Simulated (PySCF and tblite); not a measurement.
The numbers below are computed, except where a source is named.
Dynamics report: rotation

System: C₇H₅N₂ (charge -1), numbered as in [CH:1]#[C:2]/[CH:3]=[CH:4]\[c:5]1[cH:6][n:7][cH:8][n-:9]1.

Motion: rotation about the C5–C4 bond (torsion C6–C5–C4–C3 from 0° to 180°, rising). Level: PBE0/pcSseg-1 + D3(BJ) on GFN2-xTB stationary points, with GFN2-xTB thermal terms. Rate constants are transition-state-theory values, counting equivalent paths, without tunnelling. Run with tblite and PySCF.

```json
{"point": "start", "symmetry": "Cs", "E(GFN2) kcal/mol": "0.0", "E(DFT) kcal/mol": "0.0", "ZPE change kcal/mol": "0.00", "lowest mode cm⁻¹": "63"}
{"point": "saddle", "symmetry": "C1", "E(GFN2) kcal/mol": "11.5", "E(DFT) kcal/mol": "15.7", "ZPE change kcal/mol": "-0.51", "lowest mode cm⁻¹": "122i"}
{"point": "end", "symmetry": "Cs", "E(GFN2) kcal/mol": "2.1", "E(DFT) kcal/mol": "3.0", "ZPE change kcal/mol": "-0.13", "lowest mode cm⁻¹": "61"}
```

```
Electronic barrier                                      : 15.7 kcal/mol
Barrier with zero-point energy                          : 15.2 kcal/mol
ΔH‡ (298 K)                                             : 14.8 kcal/mol
ΔS‡ (298 K, symmetry apart)                             : -2.6 cal/(mol K)
Paths                                                   : 2 equivalent paths
End point                                               : a different minimum
Mean lifetime of the start against this motion at 298 K : 21 ms
Cost                                                    : 120 s on 1 thread of Arm Neoverse N1, shared host (rough), peak memory 0.81 GiB, launched as `OMP_NUM_THREADS=1 python ens_run.py task.json out`
```

| T/K | ΔG‡ kcal/mol | k s⁻¹ | ΔG kcal/mol | k back s⁻¹ |
| --- | --- | --- | --- | --- |
| 150 | 15.3 | 3.3×10⁻¹⁰ | 2.9 | 4.6×10⁻⁶ |
| 200 | 15.4 | 0.00013 | 2.8 | 0.17 |
| 250 | 15.5 | 0.32 | 2.8 | 97 |
| 298 | 15.6 | 48 | 2.8 | 5870 |
| 350 | 15.7 | 2340 | 2.9 | 1.4×10⁵ |
| 400 | 15.8 | 3.8×10⁴ | 2.9 | 1.4×10⁶ |
| 500 | 16.1 | 1.9×10⁶ | 2.9 | 3.4×10⁷ |

ΔG and ΔG‡ leave out symmetry numbers and mirror images; rates count paths: 2 out, 2 back.

The ion is treated without a counter-ion.
